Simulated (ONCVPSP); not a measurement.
Before and after: ONCV potential for technetium

* Element: Tc (Z = 43)
* Generator: ONCVPSP 4.0.1
* Type: optimised norm-conserving Vanderbilt (ONCV)
* Functional: PBE
* Relativity: scalar-relativistic
* Frozen core: [Ar] 3d10
* Valence charge: 15
* Reference configuration: 4s2 4p6 4d5 5s2
* Partial waves: 4s+5s: rc 1.85 bohr, ncon 4, nbas 9, qcut 5.1 1/bohr, 2 projectors; 4p: rc 1.70 bohr, ncon 4, nbas 8, qcut 6.5 1/bohr, 2 projectors, debl 3.4 Ha; 4d: rc 1.90 bohr, ncon 4, nbas 8, qcut 7.1 1/bohr, 2 projectors, debl 1.2 Ha; f scattering state at 0.39 Ha: rc 1.70 bohr, ncon 3, nbas 8, qcut 7.6 1/bohr, 2 projectors, debl 2.2 Ha
* Local potential: polynomial inside 1.50 bohr (lpopt 5, dvloc0 2 Ha)
* Core correction: Teter function, fcfact 1.5, rcfact 1.4

All-electron outer shells of the reference configuration (PBE, scalar-relativistic, ld1.x):

```
shell  level (eV)  outermost node (bohr)  outermost maximum (bohr)
   3d     -249.88                      –                      0.31
   4s      -73.38                   0.50                      0.95
   4p      -45.34                   0.51                      1.03
   4d       -6.66                   0.50                      1.27
   5s       -5.04                   1.28                      2.72
```

Change: s: qcut 5.7; p: qcut 7.3; d: qcut 8; f: qcut 8.6.

Cutoffs: the cutoffs (Ha) at which the residual kinetic energy of the hardest occupied pseudo-wave falls to 1 and 0.1 mHa per electron; they do not see the model core or the augmentation charge, which bear on the density cutoff. Errors are all-electron minus pseudo energies relative to the spin-unpolarised reference configuration.

Question: What does the change do?

Answer: The potential gets harder (19 Ha and 22 Ha → 21 Ha and 25 Ha); of the 4 tests that both files solve, the error grows in 1 and shrinks in 3 by more than 15 % and 0.3 meV (median size 6.1 → 4.2 meV); the range in which the s phases agree narrows (upper end 4.2 → 0.8); neither file shows a bound ghost.

```csv
quantity,base,changed
"cutoff, loose",19 Ha,21 Ha
"cutoff, tight",22 Ha,25 Ha
loose cutoff by channel,"s 8.3 Ha, p 13 Ha, d 19 Ha","s 11 Ha, p 13 Ha, d 21 Ha"
bound ghosts,none,none
GHOST(+) flags under 300 eV,s at 254.6 eV,none
"error for 4s2 4p6 4d5 5s1, meV [ΔE 8.15 eV]",-2.7,-2.1
"error for 4s2 4p6 4d5 5s0, meV [ΔE 23.01 eV]",-12,-9.7
"error for 4s2 4p6 4d4 5s0, meV [ΔE 51.71 eV]",-9.5,-5.7
"error for 4s2 4p6 4d4 5s2, meV [ΔE 11.64 eV]",-0.7,+2.6
s: phases at 1.88 bohr within 0.05 rad from the reference energy up to (Ha; the scan ends near 5),4.2,0.8
p: phases at 1.73 bohr within 0.05 rad from the reference energy up to (Ha; the scan ends near 5),to the end of the scan,to the end of the scan
d: phases at 1.93 bohr within 0.05 rad from the reference energy up to (Ha; the scan ends near 5),to the end of the scan,to the end of the scan
f: phases at 1.73 bohr within 0.05 rad from the reference energy up to (Ha; the scan ends near 5),4.9,to the end of the scan
"rms error of d²Exc/dni dnj with the model core, mHa",0.89,0.69
```
